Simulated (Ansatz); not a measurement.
Relaxation of BFH4NO2 (9 atoms, charge 0, multiplicity 2), to a largest force component of 0.03 eV/Å in at most 50 steps.

Method: UKS PBE0-D4/6-31G* (Ansatz 0.2.0).

```xyz
9
Properties=species:S:1:pos:R:3
B -0.051 0.082 0.218
F -0.535 1.107 0.921
O 1.275 0.100 -0.077
H 1.506 -0.689 -0.581
O -0.873 -0.887 -0.278
H -1.749 -0.811 0.116
N 0.001 -0.537 2.709
H -0.684 -0.029 3.283
H 0.901 -0.135 3.004
```

Question: Where does it end, and by what steps?

Answer: It converged. The force dipped under the threshold on the way, but the program's further checks kept it going. After 41 steps the energy has fallen by 0.296 eV; H8 moved furthest, 1.31 Å. Joined: B1–N7 (2.57 → 1.60 Å).

```
step  energy less start (eV)  largest force component (eV/Å)  accepted
   0                  0.0000                           0.502       yes
   2                 -0.0261                           0.277       yes
   4                 -0.0341                           0.313       yes
   6                 -0.0378                           0.141       yes
   8                 -0.0394                           0.062       yes
  10                 -0.0405                           0.075       yes
  12                 -0.0409                           0.369        no
  14                 -0.0421                           0.014       yes
  16                 -0.0435                           0.208       yes
  18                 -0.0464                           0.149       yes
  20                 -0.0473                           0.088       yes
  22                 -0.0488                           0.341        no
  24                 -0.0521                           0.124       yes
  26                 -0.0542                           0.129       yes
  28                 -0.0566                           0.054       yes
  30                 -0.0566                           0.104       yes
  32                 -0.0655                           0.590       yes
  34                 -0.1891                           0.890       yes
  36                 -0.2848                           0.424       yes
  38                 -0.2934                           0.237       yes
  40                 -0.2953                           0.047       yes
  41                 -0.2957                           0.030       yes
```

```xyz
9
Properties=species:S:1:pos:R:3
B -0.268 0.073 0.714
F -1.058 1.188 0.616
O 1.148 0.343 0.449
H 1.502 -0.455 0.029
O -0.719 -1.102 0.074
H -1.634 -0.989 -0.204
N 0.029 -0.223 2.261
H 0.427 0.512 2.842
H 0.363 -1.145 2.534
```

Whether the end is a true minimum wasn't checked by a vibrational analysis.

The run took 2.2 min on 2 threads of Arm Neoverse V1, on a shared host, peak memory 0.21 GiB.
